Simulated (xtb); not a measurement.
In(H)(Br)(vinyl) (C2H4BrIn), SMILES C=[CH][InH][Br]. All values are semi-empirical tight-binding results from xtb (GFN2-xTB unless named), good for trends rather than for accurate numbers. Geometry: GFN2-xTB. Other conformers were not sampled.

Optimised geometry:

Bonds (Å): In1–H2 1.743, In1–Br3 2.483, In1–C4 2.210, C4–C5 1.319, C4–H6 1.087, C5–H7 1.084, C5–H8 1.083. Angles (°): H2–In1–Br3 114.9, H2–In1–C4 124.3, Br3–In1–C4 120.8, In1–C4–C5 121.0, In1–C4–H6 117.0, C5–C4–H6 122.0, C4–C5–H7 122.2, C4–C5–H8 122.0, H7–C5–H8 115.8.
Charge 0, spin multiplicity 1.

For metal compounds this method's bond lengths and energies can be far off.

Computed properties:
The point group as xtb finds it comes out as Cs and the orbital gap is 3.66 eV. The zero-point energy comes out as 28.0 kcal/mol and the G − E(el) at 298.15 K (modified RRHO) is 7.0 kcal/mol.

Problem. Give the atomic charges and the Wiberg bond orders between heavy atoms. (An estimate is asked for; the answer gives what the named calculation found.)

Solution. charges (e) In1 0.19, H2 -0.07, Br3 -0.19, C4 -0.08, C5 -0.06, H6 0.08, H7 0.06, H8 0.07. Bond orders In1–Br3 1.10, In1–C4 0.75, C4–C5 1.98.
